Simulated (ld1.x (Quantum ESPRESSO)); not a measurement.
# potassium: TM semilocal pseudisation with PW91, scalar-relativistic reference atom.

The input file (ld1.x (Quantum ESPRESSO) 7.5):

```
&input
   title='K', zed=19., rel=1, dft='PW91', iswitch=3,
   config='[Ar] 3d0 4s0.75 4p0',
   nld=3, rlderiv=4.55, eminld=-5.0, emaxld=5.0, deld=0.02
 /
 &inputp
   pseudotype=1, tm=.true., lloc=2,
   nlcc=.true., rcore=1.40,
   file_pseudopw='K.pp', file_wfcaegen='ae.wfc', file_wfcncgen='nc.wfc'
 /
3
3S  1  0   2.00   0.00  1.70  1.70  0.0
3P  2  1   6.00   0.00  2.25  2.25  0.0
3D  3  2   0.00   0.00  4.20  4.20  0.0
 &test
   configts(1)='3s2 3p6 3d0 4s0.75 4p0'
 /
```

Command:

```bash
ld1.x < K.in > K.out
```

Resulting log (shortened: banner, matrices, multipoles, cross overlaps and the repeated all-electron block are left out):

```
Program LD1 v.7.5
     --------------------------- All-electron run ----------------------------

     K
     scalar relativistic calculation

     atomic number is 19.00
     dft =PW91   lsd =0 sic =0 latt =0  beta=0.20 tr2=1.0E-14
     Exchange-correlation= PW91
                           (   1   4   2   2   0   0   0)
     mesh =1165 r(mesh) = 100.03909 a.u. xmin = -7.00 dx = 0.01250
     1 Ry =  13.60569312 eV, c = 137.03599908

     n l     nl                  e(Ry)          e(Ha)          e(eV)
     1 0     1S 1( 2.00)      -259.0677      -129.5339     -3524.7957
     2 0     2S 1( 2.00)       -26.0845       -13.0422      -354.8975
     2 1     2P 1( 6.00)       -20.7081       -10.3540      -281.7476
     3 0     3S 1( 2.00)        -2.7007        -1.3504       -36.7455
     3 1     3P 1( 6.00)        -1.4867        -0.7433       -20.2275
     3 2     3D 1( 0.00)        -0.0463        -0.0231        -0.6297
     4 0     4S 1( 0.75)        -0.2404        -0.1202        -3.2713
     4 1     4P 1( 0.00)        -0.1171        -0.0585        -1.5926

     final scf error:  6.4E-15 reached in  24 iterations

     Etot =   -1204.541895 Ry,    -602.270947 Ha,  -16388.627374 eV

     Ekin =    1211.730709 Ry,     605.865354 Ha,   16486.436172 eV
     Encl =   -2864.351223 Ry,   -1432.175612 Ha,  -38971.483742 eV
     Eh   =     515.169961 Ry,     257.584980 Ha,    7009.244393 eV
     Exc  =     -67.091341 Ry,     -33.545671 Ha,    -912.824198 eV

     normalization and overlap integrals

     s(1S/1S) =  1.000000  <r> =   0.0811  <r2> =    0.0088  r(max) =   0.0533
     s(2S/2S) =  1.000000  <r> =   0.3877  <r2> =    0.1782  r(max) =   0.3184
     s(2P/2P) =  1.000000  <r> =   0.3505  <r2> =    0.1524  r(max) =   0.2640
     s(3S/3S) =  1.000000  <r> =   1.2680  <r2> =    1.8628  r(max) =   1.0704
     s(3P/3P) =  1.000000  <r> =   1.4325  <r2> =    2.4409  r(max) =   1.1538
     s(3D/3D) =  1.000000  <r> =   6.9066  <r2> =   61.7223  r(max) =   5.5737
     s(4S/4S) =  1.000000  <r> =   4.7874  <r2> =   26.4507  r(max) =   3.9771
     s(4P/4P) =  1.000000  <r> =   6.6169  <r2> =   50.3942  r(max) =   5.3686

     ------------------------ End of All-electron run ------------------------

     --------------------- Generating NC pseudopotential ---------------------

      Generating local pot.: lloc=2, matching radius rcloc =   4.2000

      Computing core charge for nlcc:

       r > 1.41 : true rho core
       r < 1.41 : rho core = a sin(br)/r    a=   0.04  b=   2.08

      Integrated core pseudo-charge :   0.76

      Wfc   3S  rcut= 1.700  Using Troullier-Martins method

      Wfc   3P  rcut= 2.238  Using Troullier-Martins method

     ------------------- End of pseudopotential generation -------------------

     Computing logarithmic derivative in   4.53502
     Message from routine run_pseudo:
     Warning: convergence not achieved
     Computing logarithmic derivative in   4.53502
     Computing the partial wave expansion
     R is outside the sphere for l=    0 j= 0.00
     R is outside the sphere for l=    1 j= 0.00
       no projector for channel:   2

     ---------------------- Testing the pseudopotential ----------------------

     K
     scalar relativistic calculation

     atomic number is 19.00   valence charge is  9.00
     dft =PW91   lsd =0 sic =0 latt =0  beta=0.20 tr2=1.0E-14
     mesh =1165 r(mesh) = 100.03909 xmin = -7.00 dx = 0.01250

     n l     nl             e AE (Ry)        e PS (Ry)    De AE-PS (Ry)
     1 0     3S   1( 2.00)       -2.70075       -2.70075        0.00000
     2 1     3P   1( 6.00)       -1.48670       -1.48670        0.00000
     3 2     3D   1( 0.00)       -0.04628       -0.04628        0.00000
     2 0     4S   1( 0.75)       -0.24043       -0.24747        0.00703  !
     3 1     4P   1( 0.00)       -0.11705       -0.11707        0.00002

     eps = 8.5E-12  iter =201

     Etot =   -1204.541895 Ry,    -602.270947 Ha,  -16388.627374 eV
     Etotps =   -56.878993 Ry,     -28.439496 Ha,    -773.878118 eV

     Ekin =      19.733541 Ry,       9.866770 Ha,     268.488503 eV
     Encl =    -109.063948 Ry,     -54.531974 Ha,   -1483.890610 eV
     Ehrt =      44.700015 Ry,      22.350007 Ha,     608.174680 eV
     Ecxc =      -8.712467 Ry,      -4.356234 Ha,    -118.539154 eV
     (Ecc =      -0.128533 Ry,      -0.064266 Ha,      -1.748775 eV)
     Epseu=      -3.536133 Ry,      -1.768066 Ha,     -48.111537 eV

     ---------------------- End of pseudopotential test ----------------------
```

ld1.x takes every shell without a wave as core, so the model core holds the 4s electrons as well and exchange and correlation see them twice. This cancels in the reference configuration, but the file is broken for other ones, and its errors say nothing about a proper core correction.

Generation and configuration tests took about 3.1 s on one core of a shared server CPU.

Transferability test of the new file with ld1.x, input:

```
&input
   title='K', zed=19., rel=1, dft='PW91', iswitch=2,
   config='[Ar] 3d0 4s0.75 4p0'
 /
 &test
   file_pseudo='K.pp', nconf=8,
   configts(1)='3s2 3p6 3d0 4s0.75 4p0',
   configts(2)='3s2 3p6 3d0 4s1 4p0',
   configts(3)='3s2 3p6 3d0 4s0 4p0',
   configts(4)='3s2 3p6 3d0 4s0.5 4p0',
   configts(5)='3s2 3p6 3d0.5 4s0.5 4p0',
   configts(6)='3s2 3p5 3d0 4s1 4p0',
   configts(7)='3s1 3p6 3d0 4s1 4p0',
   configts(8)='3s2 3p6 3d1 4s0 4p0'
 /
```

```bash
ld1.x < K.test.in > K.test.out
```

Pseudopotential blocks of its output, shortened (energy terms left out; the distinct warnings before each block abridged to one line each):

```
     Warning: convergence not achieved
     ---------------------- Testing the pseudopotential ----------------------

     n l     nl             e AE (Ry)        e PS (Ry)    De AE-PS (Ry)
     1 0     3S   1( 2.00)       -2.70075       -2.70075        0.00000
     2 1     3P   1( 6.00)       -1.48670       -1.48670        0.00000
     3 2     3D   1( 0.00)       -0.04628       -0.04628        0.00000
     2 0     4S   1( 0.75)       -0.24043       -0.24747        0.00703  !
     3 1     4P   1( 0.00)       -0.11705       -0.11707        0.00002

     eps = 2.3E-12  iter =201

     Etot =   -1204.541895 Ry,    -602.270947 Ha,  -16388.627374 eV
     Etotps =   -56.878993 Ry,     -28.439496 Ha,    -773.878118 eV

     ---------------------- End of pseudopotential test ----------------------

          Warning: convergence not achieved
     ---------------------- Testing the pseudopotential ----------------------

     n l     nl             e AE (Ry)        e PS (Ry)    De AE-PS (Ry)
     1 0     3S   1( 2.00)       -2.60154       -2.59789       -0.00365
     2 1     3P   1( 6.00)       -1.38784       -1.38431       -0.00353
     3 2     3D   1( 0.00)        0.00000        0.00000        0.00000
     2 0     4S   1( 1.00)       -0.17116       -0.17110       -0.00005
     3 1     4P   1( 0.00)       -0.06112       -0.05530       -0.00582  !

     eps = 4.3E-13  iter =201

     Etot =   -1204.593276 Ry,    -602.296638 Ha,  -16389.326455 eV
     Etotps =   -56.931203 Ry,     -28.465602 Ha,    -774.588484 eV
     dEtot_ae =      -0.051381 Ry
     dEtot_ps =      -0.052211 Ry,   Delta E=       0.000829 Ry

     ---------------------- End of pseudopotential test ----------------------

          Warning: convergence not achieved
     ---------------------- Testing the pseudopotential ----------------------

     n l     nl             e AE (Ry)        e PS (Ry)    De AE-PS (Ry)
     1 0     3S   1( 2.00)       -3.05067       -3.06179        0.01112  !
     2 1     3P   1( 6.00)       -1.83411       -1.84507        0.01096  !
     3 2     3D   1( 0.00)       -0.28693       -0.30215        0.01521  !
     2 0     4S   1( 0.00)       -0.46677       -0.50225        0.03548  !
     3 1     4P   1( 0.00)       -0.27744       -0.33026        0.05282  !

     eps = 6.3E-13  iter =201

     Etot =   -1204.273836 Ry,    -602.136918 Ha,  -16384.980249 eV
     Etotps =   -56.600002 Ry,     -28.300001 Ha,    -770.082262 eV
     dEtot_ae =       0.268059 Ry
     dEtot_ps =       0.278990 Ry,   Delta E=      -0.010931 Ry

     ---------------------- End of pseudopotential test ----------------------

          Warning: convergence not achieved
     ---------------------- Testing the pseudopotential ----------------------

     n l     nl             e AE (Ry)        e PS (Ry)    De AE-PS (Ry)
     1 0     3S   1( 2.00)       -2.80871       -2.81293        0.00423
     2 1     3P   1( 6.00)       -1.59411       -1.59822        0.00410
     3 2     3D   1( 0.00)       -0.11353       -0.11970        0.00616  !
     2 0     4S   1( 0.50)       -0.31301       -0.32856        0.01555  !
     3 1     4P   1( 0.00)       -0.17583       -0.18425        0.00842  !

     eps = 2.3E-12  iter =201

     Etot =   -1204.472801 Ry,    -602.236400 Ha,  -16387.687301 eV
     Etotps =   -56.807077 Ry,     -28.403539 Ha,    -772.899661 eV
     dEtot_ae =       0.069094 Ry
     dEtot_ps =       0.071915 Ry,   Delta E=      -0.002821 Ry

     ---------------------- End of pseudopotential test ----------------------

          Warning: convergence not achieved
     ---------------------- Testing the pseudopotential ----------------------

     n l     nl             e AE (Ry)        e PS (Ry)    De AE-PS (Ry)
     1 0     3S   1( 2.00)       -2.67390       -2.67578        0.00188
     2 1     3P   1( 6.00)       -1.46015       -1.46158        0.00144
     3 2     3D   1( 0.50)       -0.02761       -0.02460       -0.00301
     2 0     4S   1( 0.50)       -0.20987       -0.21737        0.00750  !
     3 1     4P   1( 0.00)       -0.09219       -0.09048       -0.00171

     eps = 6.2E-12  iter =201

     Etot =   -1204.504393 Ry,    -602.252196 Ha,  -16388.117135 eV
     Etotps =   -56.839099 Ry,     -28.419549 Ha,    -773.335336 eV
     dEtot_ae =       0.037502 Ry
     dEtot_ps =       0.039894 Ry,   Delta E=      -0.002392 Ry

     ---------------------- End of pseudopotential test ----------------------

          Warning: convergence not achieved
     ---------------------- Testing the pseudopotential ----------------------

     n l     nl             e AE (Ry)        e PS (Ry)    De AE-PS (Ry)
     1 0     3S   1( 2.00)       -3.56468       -3.55190       -0.01278  !
     2 1     3P   1( 5.00)       -2.31380       -2.29919       -0.01461  !
     3 2     3D   1( 0.00)       -0.60409       -0.51637       -0.08772  !
     2 0     4S   1( 1.00)       -0.63378       -0.65020        0.01642  !
     3 1     4P   1( 0.00)       -0.42636       -0.42283       -0.00353

     eps = 1.1E-12  iter =201

     Etot =   -1202.755963 Ry,    -601.377982 Ha,  -16364.328540 eV
     Etotps =   -55.102075 Ry,     -27.551038 Ha,    -749.701925 eV
     dEtot_ae =       1.785931 Ry
     dEtot_ps =       1.776917 Ry,   Delta E=       0.009014 Ry

     ---------------------- End of pseudopotential test ----------------------

          Warning: convergence not achieved
     ---------------------- Testing the pseudopotential ----------------------

     n l     nl             e AE (Ry)        e PS (Ry)    De AE-PS (Ry)
     1 0     3S   1( 1.00)       -3.60456       -3.59537       -0.00918  !
     2 1     3P   1( 6.00)       -2.34977       -2.33827       -0.01150  !
     3 2     3D   1( 0.00)       -0.62736       -0.52592       -0.10144  !
     2 0     4S   1( 1.00)       -0.63721       -0.65480        0.01759  !
     3 1     4P   1( 0.00)       -0.42785       -0.42462       -0.00323

     eps = 2.6E-12  iter =201

     Etot =   -1201.503119 Ry,    -600.751560 Ha,  -16347.282726 eV
     Etotps =   -53.847043 Ry,     -26.923522 Ha,    -732.626345 eV
     dEtot_ae =       3.038776 Ry
     dEtot_ps =       3.031949 Ry,   Delta E=       0.006826 Ry

     ---------------------- End of pseudopotential test ----------------------

          Warning: convergence not achieved
     ---------------------- Testing the pseudopotential ----------------------

     n l     nl             e AE (Ry)        e PS (Ry)    De AE-PS (Ry)
     1 0     3S   1( 2.00)       -2.70841       -2.70677       -0.00165
     2 1     3P   1( 6.00)       -1.49518       -1.49229       -0.00289
     3 2     3D   1( 1.00)       -0.04645       -0.03876       -0.00769  !
     2 0     4S   1( 0.00)       -0.22731       -0.23148        0.00417
     3 1     4P   1( 0.00)       -0.10965       -0.10475       -0.00490

     eps = 4.8E-13  iter =201

     Etot =   -1204.414027 Ry,    -602.207013 Ha,  -16386.887642 eV
     Etotps =   -56.742564 Ry,     -28.371282 Ha,    -772.021912 eV
     dEtot_ae =       0.127868 Ry
     dEtot_ps =       0.136429 Ry,   Delta E=      -0.008561 Ry

     ---------------------- End of pseudopotential test ----------------------
```
